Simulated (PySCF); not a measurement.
Vertical excitations of a molecule CH₁₁NOSi₃ from TDA-LC-ωPBE/def2-SVPD (PySCF), as energy in eV (oscillator strength): 7.08 (0.033), 7.37 (0.091), 7.38 (0.058), 7.90 (0.007), 7.97 (0.009), 8.33 (0.416). Lowest triplet (TDA): 6.05 eV. Geometry optimised at B3LYP-D3(BJ)/def2-SVP. Other conformers were not sampled.

Which structure fits?
A. NC([SiH3])([SiH3])[SiH2]O
B. CN[SiH2][SiH2][SiH2]O
C. O[Si@@H]([SiH3])CN[SiH3]
D. C[Si@@H]([SiH3])O[SiH2]N

D, C[Si@@H]([SiH3])O[SiH2]N
